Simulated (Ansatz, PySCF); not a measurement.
Spin states of HLaO (SMILES [OH][La]), each relaxed with B3LYP-D3(BJ)/def2-TZVP.
State 1 (charge 0, multiplicity 1):
```json
[
 {"atom": "La", "x (Å)": "-1.1156", "y (Å)": "-0.8890", "z (Å)": "-0.9772"},
 {"atom": "O", "x (Å)": "0.2330", "y (Å)": "0.2161", "z (Å)": "0.1873"},
 {"atom": "H", "x (Å)": "0.8495", "y (Å)": "0.7203", "z (Å)": "0.7196"}
]
```
State 2 (charge 0, multiplicity 3):
```
atom    x (Å)    y (Å)    z (Å)
----  -------  -------  -------
La    -1.1330  -0.8977  -0.9915
O      0.2414   0.2215   0.1944
H      0.8585   0.7237   0.7268
```

Singlets are restricted, other states unrestricted; no spin–orbit coupling, no relativity up to Kr; see below for the cores. The largest T1 diagnostic is 0.026.

Programs: Ansatz (a quantum-chemistry and plane-wave program) with Gaussian orbitals; PySCF for the dispersion terms.  In def2 rows elements past Kr take small-core potentials, without spin–orbit coupling.

Question: One of these levels gives -0.315 eV for the energy of the multiplicity-3 state less that of the multiplicity-1 state. Which one is it?
A. SVWN5/def2-TZVPP
B. r2SCAN/def2-TZVPP
C. BLYP-D4/def2-TZVPP
D. PBE-D3(BJ)/def2-TZVPP

Answer: B, r2SCAN/def2-TZVPP. The others give 0.273 (SVWN5/def2-TZVPP), 0.054 (PBE-D3(BJ)/def2-TZVPP), 0.215 (BLYP-D4/def2-TZVPP)
